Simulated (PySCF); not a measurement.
**From a raw peak list to a structure**

Formula C₅H₄O₃. The spectrum was simulated from the full spin Hamiltonian at 90 MHz with 1.2 Hz Lorentzian lines, from shifts rounded to 0.01 ppm and J to 0.1 Hz, couplings under 1 Hz left out. Exchangeable protons (1H) are left uncoupled and out of the list.

```tsv
region	integral (H)	ppm	Hz	height
1	1	8.328	749.6	97
1		8.312	748.1	100
2	1	7.502	675.2	51
2		7.484	673.6	63
2		7.476	672.9	68
2		7.459	671.3	55
3	1	7.063	635.7	97
3		7.036	633.2	86
```

13C{1H} NMR (computed): δ 174.6 (C), 163.7 (CH), 154.4 (CH), 130.8 (C), 122.6 (CH).

[PySCF 2.14: couplings computed with B3LYP/pcJ-1 (without the spin–dipole term); GIAO CAM-B3LYP/pcSseg-2 shieldings; PBE0-D3(BJ)/def2-SVP structure; non-relativistic; no solvent; single conformer]

References, each an isolated molecule treated in the same way: 1H (σ = 31.34 ppm) and 13C (σ = 182.55 ppm) against TMS.

(1) Analyse the multiplets.

(2) What is the compound?

Answers

(1) 1H NMR (90 MHz, computed): δ 8.32 (d, J = 1.5 Hz, 1H), 7.48 (dd, J = 2.4, 1.5 Hz, 1H), 7.05 (d, J = 2.4 Hz, 1H), 5.89 (br s, 1H). These are first-order names from the parameters used; overlap and second-order distortion can hide them in the list.

(2) SMILES O=C(O)c1ccoc1.

Atom-mapped SMILES (the numbers label the heavy atoms): `[O:1]=[C:2]([OH:3])[c:4]1[cH:5][cH:6][o:7][cH:8]1`. Each H is labelled by its parent atom.

1. δ 8.32: H(C8), hydrogen on an aromatic CH next to the ring oxygen, coupled to H(C6) (1.5 Hz).
2. δ 7.48: H(C6), hydrogen on an aromatic CH next to the ring oxygen, coupled to H(C5) (2.4 Hz), H(C8) (1.5 Hz).
3. δ 7.05: H(C5), hydrogen on an aromatic CH, coupled to H(C6) (2.4 Hz).
4. δ 5.89: H(O3), hydrogen on an acid hydroxyl oxygen.

The shifts were computed for this structure.

The OH or NH signal is concentration- and solvent-dependent in practice; the value given is the gas-phase one. Multiplet labels drop couplings under 1 Hz and merge nearly equal ones. Unscaled 3J(H,H) at this level run about 10 % above measured values. Shifts are as computed, not scaled to solution data. Of 1211 compounds with measured shifts, 218 miss one by over three times the rms of a fit or turn the order of signals round; such compounds aren't used in these exercises. The C=O carbon of an acid or of an amide with N–H lies up to 10 ppm further downfield in solution, through hydrogen bonding that the calculation lacks.
